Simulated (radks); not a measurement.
Neutral helium inside a hard spherical wall (all orbitals vanish at R), configuration held at [He] and not refilled when levels cross. Method: scalar-relativistic Kohn-Sham, r2SCAN, spin-polarised, spherical densities, finite nucleus; meta-GGA in the generalised Kohn-Sham scheme; Gaussian nuclear charge, rms radius 1.6755 fm; computed with a radial shooting solver on a logarithmic mesh with Libxc functionals. Eigenvalues in eV for spin up, with the zero of energy where the potential of the charges vanishes at infinity; a dash marks a level that is unbound or too diffuse for the functional's potential to be trusted. A positive occupied level is held by the wall or, in an anion where self-interaction has pushed it up, behind a barrier. The pressure on the wall is -dE/dV.

| R (bohr) | E (hartree) | kinetic (hartree) | e(1s) | e(2s, empty) | e(2p, empty) | pressure (GPa) |
|---|---|---|---|---|---|---|
| free | -2.90510 | 2.873 | -16.537 | - | - | 0 |
| 12 | -2.90510 | 2.873 | -16.537 | - | - | < 0.0001 |
| 10 | -2.90510 | 2.873 | -16.537 | - | - | < 0.0001 |
| 8 | -2.90510 | 2.873 | -16.537 | 4.798 | 5.821 | < 0.0001 |
| 7 | -2.90509 | 2.873 | -16.537 | 5.714 | 6.636 | 0.000571 |
| 6 | -2.90505 | 2.874 | -16.531 | 7.029 | 7.648 | 0.00699 |
| 5 | -2.90466 | 2.877 | -16.495 | 9.519 | 9.376 | 0.0894 |
| 4 | -2.90125 | 2.902 | -16.267 | 15.306 | 13.068 | 1.22 |
| 3 | -2.87163 | 3.056 | -14.951 | 31.150 | 22.409 | 18.9 |
| 2.5 | -2.80544 | 3.320 | -12.748 | 49.584 | 32.762 | 82.2 |
| 2 | -2.59970 | 3.964 | -7.299 | 86.787 | 53.067 | 409 |
